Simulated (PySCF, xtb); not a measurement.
C2H6N2Si2, SMILES C1N=C[SiH2][SiH2]N=1.

Harmonic wavenumbers (cm⁻¹) from GFN2-xTB run with xtb 6.7.1 at its own minimum, in rising order: 116, 218, 240, 332, 364, 425, 440, 463, 519, 569, 589, 635, 652, 708, 750, 789, 807, 835, 882, 1099, 1277, 1332, 1549, 1658, 2217, 2234, 2237, 2243, 2954, 2955.

Problem. What does r2SCAN-D4/def2-SVP in PySCF give at its own minimum? (An estimate is asked for; the answer gives what the named calculation found.)

Solution. 103, 220, 238, 353, 356, 422, 447, 548, 597, 634, 676, 708, 738, 765, 798, 881, 903, 922, 982, 1033, 1342, 1392, 1628, 1683, 2203, 2207, 2232, 2240, 3048, 3065. Paired by order, the mean absolute difference is 52 cm⁻¹ and the zero-point energies are 45.9 and 47.7 kcal/mol.
